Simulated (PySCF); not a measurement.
# One molecule, several mistakes: B2GeH4

These are calculations, not measurements. They come from PySCF 2.14.0, an open-source quantum chemistry program, on an isolated molecule that a program drew, which may never have been made. The molecule is B2GeH4 (charge 0, singlet), drawn as the SMILES string `B[BH][GeH]`.

Each row is a Hartree-Fock (HF) and frozen-core CCSD(T) single point in the cc-pVDZ basis, meant for a local HF minimum. Run 1 is clean. Each other run has one planted mistake out of seven kinds, and not every kind appears here: one electron removed, one electron added, multiplicity raised by two, geometry at a saddle point, minimal basis STO-3G, one bond length entered in bohr, all coordinates scaled. The reference is restricted for singlets and unrestricted otherwise, and also for a bond in bohr. Adding or removing an electron swaps singlet and doublet. Electrons count all cores. HOMO and LUMO are orbital energies over both spins, the gradient is its largest component, and the lowest frequency (negative if imaginary) is given only where the gradient is small. Bond lengths are over the 6 bonds as drawn. T1 is the CCSD diagnostic: over 0.02 (restricted) or 0.045 (unrestricted) a single reference is doubtful. Germanium has the cc-pVDZ-PP basis, with a core potential (ECP10MDF) in place of its 10 inner electrons, and its 3s, 3p and 3d shells are frozen in CCSD(T).

Geometry of the clean run:
```xyz
7
B2GeH4, angstrom
B    -0.5587    1.4208   -0.2615
B     0.0254    0.7205   -1.6585
Ge    1.7455    1.2170   -2.7379
H    -0.1930    1.0485    0.8233
H    -1.3441    2.3314   -0.2943
H    -0.5581   -0.2202   -2.1458
H     0.8889    2.1896   -3.6531
```

| run | electrons | basis functions | <S^2> | HOMO (eV) | LUMO (eV) | gradient (hartree/bohr) | lowest frequency (cm^-1) | mean bond (Å) | longest bond (Å) | T1 | HF (hartree) | CCSD(T) (hartree) | mistake |
|---|---|---|---|---|---|---|---|---|---|---|---|---|---|
| 1 | 46 | 71 | 0.000 | -8.60 | 0.42 | 6.1e-06 | 151 | 1.4936 | 2.091 | 0.0198 | -344.98901 | -345.28690 | no fault |
| 2 | 46 | 71 | 1.075 | -8.67 | 0.66 | 1.0e-02 | - | 1.7410 | 3.153 | 0.0586 | -344.86842 | -345.14656 | one bond length entered in bohr |
| 3 | 45 | 71 | 0.782 | -16.60 | -6.75 | 2.7e-02 | - | 1.4936 | 2.091 | 0.0226 | -344.70833 | -344.97583 | one electron removed |
| 4 | 47 | 71 | 0.764 | -1.00 | 6.39 | 1.8e-02 | - | 1.4936 | 2.091 | 0.0295 | -344.99838 | -345.31188 | ? |

**Which mistake was planted in run 4, and what did it cost?**

It counts 47 electrons, one more than the clean run, at the same geometry and basis. So the mistake is: one electron added. Subtracting run 1 and multiplying by 627.51 kcal/mol a hartree, the energy moved by -5.9 kcal/mol in HF and -15.7 kcal/mol in CCSD(T).

Cautions from the logs. Run 2: T1 is over the limit, so its CCSD(T) energy is less reliable.
